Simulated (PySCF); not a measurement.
Vertical excitations of a molecule CH7BO2Si from PySCF 2.14.0 with TDA-PBE/def2-SVPD, as energy in eV (oscillator strength): 6.50 (0.013), 6.74 (0.002), 7.17 (0.008), 7.34 (0.049), 7.40 (0.028), 7.48 (0.000), 7.63 (0.054), 7.72 (0.014), 7.81 (0.006), 7.85 (0.002). Lowest triplet (TDA): 6.33 eV. Geometry optimised at B3LYP-D3(BJ)/def2-SVP. Other conformers were not sampled.

Question: Which structure fits?
A) COB(O)[SiH3]
B) CB(O)O[SiH3]
C) OB(O)C[SiH3]
D) C[SiH2]B(O)O

Answer: C, OB(O)C[SiH3]
